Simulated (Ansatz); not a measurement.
System: C3H8ISi (charge 0, doublet). It need not be the lowest isomer of its formula. SMILES: [CH2][Si](C)(C)I
Structure (B3LYP-D3(BJ)/def2-TZVP (Ansatz, a quantum-chemistry and plane-wave program) minimum search):
```xyz
13

C     -1.3210    -0.9727    -1.8929
Si     0.1232    -0.0404    -1.2671
C      1.7329    -0.9190    -1.6129
C      0.1261     1.7313    -1.8535
I     -0.1495     0.0206     1.2254
H     -2.2735    -0.4980    -2.1006
H     -1.3295    -2.0550    -1.9592
H      1.7092    -1.9400    -1.2301
H      2.5671    -0.3988    -1.1403
H      1.9153    -0.9585    -2.6900
H      0.9351     2.2929    -1.3846
H      0.2624     1.7679    -2.9375
H     -0.8155     2.2242    -1.6082
```
Charge 0, spin multiplicity 2.

Property: atomisation energy (electronic, to ground-state atoms), in kJ/mol. Valence correlation only, unless marked. UHF or UKS for open shells. No spin-orbit coupling. The frozen core is the preceding noble-gas configuration, with the filled d and f shells of earlier blocks. In def2 rows, elements after Kr have scalar-relativistic effective core potentials. The coupled-cluster limit lacks core correlation, which all-electron functionals hold. Basis-set limits of correlation are two-point, X^-3; Hartree-Fock from the larger set.

| level | program | atomisation energy (kJ/mol) |
|---|---|---|
| revPBE-D3(BJ)/def2-TZVPD | Ansatz + dftd3 | 4650.5 |
| revPBE/def2-TZVPD | Ansatz | 4570.6 |
| r2SCANh/def2-TZVPD | Ansatz | 4694.1 |
| B2GP-PLYP-D3(BJ)/def2-TZVPD | Ansatz + dftd3 | 4640.0 |
| B2PLYP-D4/def2-TZVPD | Ansatz + dftd4 | 4635.7 |
| CCSD(T)/CBS(def2-TZVPP,def2-QZVPP) | Ansatz | [?] |

### Question
Some entries are withheld; supply them.

### Answer

- CCSD(T)/CBS(def2-TZVPP,def2-QZVPP), atomisation energy (kJ/mol): 4686.3
